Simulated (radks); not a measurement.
The silicon anion Si- inside a hard spherical wall (all orbitals vanish at R), configuration held at [Ne] 3s2 3p3 and not refilled when levels cross. All-electron calculation, scalar-relativistic Kohn-Sham, LDA (Slater exchange, VWN5 correlation), spin-polarised, spherical densities, finite nucleus; open shells are filled with parallel spins first; Fermi nuclear charge, rms radius 3.1224 fm. Program: a radial shooting solver on a logarithmic mesh with Libxc functionals. Eigenvalues in eV for spin up, with the zero of energy where the potential of the charges vanishes at infinity; a dash marks a level that is unbound or too diffuse for the functional's potential to be trusted. A positive occupied level is held by the wall or, in an anion where self-interaction has pushed it up, behind a barrier. The pressure on the wall is -dE/dV.

[
 {"R (bohr)": "12", "E (hartree)": "-288.90661", "kinetic (hartree)": "289.336", "e(2s)": "-131.67", "e(2p)": "-88.560", "e(3s)": "-4.987", "e(3p)": "1.233", "e(4s, empty)": "3.272", "e(4p, empty)": "4.424", "pressure (GPa)": "0.0150"},
 {"R (bohr)": "10", "E (hartree)": "-288.90304", "kinetic (hartree)": "289.353", "e(2s)": "-131.36", "e(2p)": "-88.244", "e(3s)": "-4.736", "e(3p)": "1.469", "e(4s, empty)": "4.217", "e(4p, empty)": "5.921", "pressure (GPa)": "0.0737"},
 {"R (bohr)": "8", "E (hartree)": "-288.88925", "kinetic (hartree)": "289.412", "e(2s)": "-130.56", "e(2p)": "-87.444", "e(3s)": "-4.150", "e(3p)": "2.061", "e(4s, empty)": "6.334", "e(4p, empty)": "8.977", "pressure (GPa)": "0.486"},
 {"R (bohr)": "6", "E (hartree)": "-288.81876", "kinetic (hartree)": "289.695", "e(2s)": "-128.14", "e(2p)": "-85.018", "e(3s)": "-2.530", "e(3p)": "3.884", "e(4s, empty)": "12.443", "e(4p, empty)": "16.750", "pressure (GPa)": "5.04"},
 {"R (bohr)": "4", "E (hartree)": "-288.26229", "kinetic (hartree)": "291.573", "e(2s)": "-118.79", "e(2p)": "-75.627", "e(3s)": "4.080", "e(3p)": "11.854", "e(4s, empty)": "37.741", "e(4p, empty)": "44.921", "pressure (GPa)": "107"},
 {"R (bohr)": "3", "E (hartree)": "-286.71441", "kinetic (hartree)": "295.868", "e(2s)": "-105.37", "e(2p)": "-62.099", "e(3s)": "16.958", "e(3p)": "26.955", "e(4s, empty)": "83.764", "e(4p, empty)": "92.291", "pressure (GPa)": "761"},
 {"R (bohr)": "2.5", "E (hartree)": "-284.46999", "kinetic (hartree)": "301.427", "e(2s)": "-93.185", "e(2p)": "-49.752", "e(3s)": "33.298", "e(3p)": "45.188", "e(4s, empty)": "137.11", "e(4p, empty)": "144.80", "pressure (GPa)": "2490"}
]
